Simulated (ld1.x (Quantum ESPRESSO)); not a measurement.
Transferability test, TM potential for aluminium

* Element: aluminium (Al)
* Generator: ld1.x (Quantum ESPRESSO) 7.5
* Type: norm-conserving Troullier–Martins (Kleinman–Bylander form)
* Functional: PBEsol
* Relativity: non-relativistic
* Frozen core: [Ne]
* Valence charge: 3
* Reference configuration: 3s2 3p1
* Partial waves: 3p (bound): rc 2.40 bohr; 3s (bound): rc 1.50 bohr
* Local potential: the s channel
* Core correction: none

Energies are relative to the spin-unpolarised reference configuration 3s2 3p1; without spin polarisation the order of configurations can differ from experiment.

| valence configuration | charge | ΔE all-electron (eV) | error AE − PS (meV) |
| --- | --- | --- | --- |
| 3s2 3p0 | +1 | 5.746 | -0.5 |
| 3s1 3p0 | +2 | 24.883 | +19 |
| 3s2 3p0.5 | +0.5 | 2.078 | 0.0 |
| 3s0 3p3 | 0 | 10.338 | +26 |
| 3s1 3p2 | 0 | 5.087 | +3.0 |
| 3s1 3p1 | +1 | 11.499 | +9.6 |

Problem. What are ΔE and the potential's error for 3s2 3p1.3?

Solution. ΔE = -0.570 eV all-electron; the error (AE − PS) is 0.0 meV.

Levels in the configuration 3s2 3p0:

```json
{"level": "3s", "all-electron (eV)": "-14.748", "pseudo (eV)": "-14.745"}
```

ld1.x printed “convergence not achieved” for 2 of the counted tests; their residual had stalled under 1e-8, short of the target of 1e-14.
